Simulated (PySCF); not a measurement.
Species: salicylaldehyde, C₇H₆O₂.
Atom-mapped SMILES: `[O:1]=[CH:2][c:3]1[cH:4][cH:5][cH:6][cH:7][c:8]1[OH:9]`

Definitions: NICS(0) = −σiso at the ring centroid; NICS(1) = −σiso and NICS(1)zz = −σzz at ±1 Å along the ring normal z. Level: GIAO KT2/pcSseg-1 (PySCF, non-relativistic, gas phase) on the PBE0-D3(BJ)/def2-SVP geometry, one conformer.

Ring bond lengths (Å): C3–C4 1.406, C4–C5 1.383, C5–C6 1.405, C6–C7 1.386, C7–C8 1.404, C8–C3 1.420.

Q: Give the NICS values of each ring in ppm.

A: 
```csv
ring,type,NICS(0),"NICS(1), two faces","NICS(1)zz, two faces",rms pucker (Å),"centre to ring atoms, mean (Å)"
C3–C4–C5–C6–C7–C8,6-membered carbocycle; formal bonds all aromatic,-7.8,-9.4 / -9.4,-21.1 / -21.1,0.00,1.40
```

Q: What can be read from them?

A: 
- C3–C4–C5–C6–C7–C8: mean NICS(1)zz -21.1 ppm, shielded. For a flat ring without four-coordinate atoms the NICS criterion counts such a value as aromatic.

Q: And the bond-length index? Use HOMA with the parameters of Krygowski (1993).

A: 
- C3–C4–C5–C6–C7–C8: HOMA 0.92 = 1 − EN − GEO, with mean bond length 1.401 Å, EN = α(Ropt − mean)² = 0.041 and GEO = α × variance = 0.042. The geometric and the magnetic index point the same way.

Q: What are the shieldings of the ring atoms and their hydrogens in the same run (means over atoms taken as equivalent)?

A: 
```
  atoms                     environment  σ isotropic (ppm)  principal values of the symmetric part, first atom (ppm)
     C3     substituted aromatic carbon               68.7                                          8.4, 29.5, 168.3
     C4              aromatic CH carbon               56.3                                        -35.7, 36.7, 167.9
     C5              aromatic CH carbon               69.4                                        -23.8, 60.5, 171.6
     C6              aromatic CH carbon               52.3                                        -49.1, 36.8, 169.2
     C7              aromatic CH carbon               69.9                                         -7.8, 59.4, 158.1
     C8  aromatic carbon bearing oxygen               23.3                                        -37.4, -4.5, 111.7
H on C4               aromatic hydrogen              24.26                                          22.0, 24.5, 26.3
H on C5               aromatic hydrogen              24.51                                          21.5, 25.6, 26.4
H on C6               aromatic hydrogen              24.00                                          21.1, 24.5, 26.4
H on C7               aromatic hydrogen              24.43                                          21.4, 24.8, 27.0
```

Q: How do the values depend on the level or the medium?

A: 
```json
{"level": "KT2/pcSseg-1, gas", "NICS(0), C3–C4–C5–C6–C7–C8": "-7.8", "mean NICS(1)zz, C3–C4–C5–C6–C7–C8": "-21.1"}
{"level": "PBE0/pcSseg-1, gas", "NICS(0), C3–C4–C5–C6–C7–C8": "-8.1", "mean NICS(1)zz, C3–C4–C5–C6–C7–C8": "-22.9"}
{"level": "PBE0/pcSseg-1, IEF-PCM acetone", "NICS(0), C3–C4–C5–C6–C7–C8": "-8.0", "mean NICS(1)zz, C3–C4–C5–C6–C7–C8": "-23.1"}
{"level": "PBE0/pcSseg-1, IEF-PCM chloroform", "NICS(0), C3–C4–C5–C6–C7–C8": "-8.0", "mean NICS(1)zz, C3–C4–C5–C6–C7–C8": "-23.0"}
{"level": "WP04/pcSseg-1, IEF-PCM chloroform", "NICS(0), C3–C4–C5–C6–C7–C8": "-8.1", "mean NICS(1)zz, C3–C4–C5–C6–C7–C8": "-22.0"}
{"level": "wB97X-D/pcSseg-1, IEF-PCM chloroform", "NICS(0), C3–C4–C5–C6–C7–C8": "-8.2", "mean NICS(1)zz, C3–C4–C5–C6–C7–C8": "-23.6"}
```

The geometry is the same throughout; the continuum's cavity takes Bondi-type radii × 1.2.

Shape of the structure used: `[O:1]=[CH:2][c:3]1[cH:4][cH:5][cH:6][cH:7][c:8]1[OH:9]`: O1–C2–C3–C4 180°, H–O9–C8–C7 180°.
